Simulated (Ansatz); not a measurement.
Consider the β-hydride elimination: `C[O][AlH][N](C)C` → `C[N](C)[AlH2]` + `C=O`.

Isolated molecules relaxed with PBE0-D4/def2-TZVP in Ansatz; ΔE leaves out vibrations. CBS: MP2 limit from def2 TZ/QZ plus the TZ coupled-cluster correction, frozen cores. This one scheme is used for every species. Functionals use def2-TZVPP. Each species was taken in one conformer, which may not be the lowest.

CCSD(T)/CBS gives +237.6 kJ/mol.

Question: Another level gave +214.9 kJ/mol. Which?
A. RPA@PBE/def2-TZVPP
B. BLYP/def2-TZVPP
C. MP2/def2-TZVPP
D. PBE-QIDH/def2-TZVPP

Answer: A. RPA@PBE/def2-TZVPP 214.9, PBE-QIDH 248.6, MP2/def2-TZVPP 242.2, BLYP 203.4 kJ/mol.

Largest T1 diagnostic among the species: 0.015.

At CCSD(T), def2-SVP lies −24.2 kJ/mol from the extrapolated value and def2-TZVPP −6.4 kJ/mol. From PBE to PBE0 (25 % exact exchange), in def2-TZVPP and without D4, ΔE moves by +15.2 kJ/mol.

CCSD(T)/CBS has its own doubt, a few kJ/mol and more with outer-core shells, so smaller differences from it don't rank the levels.
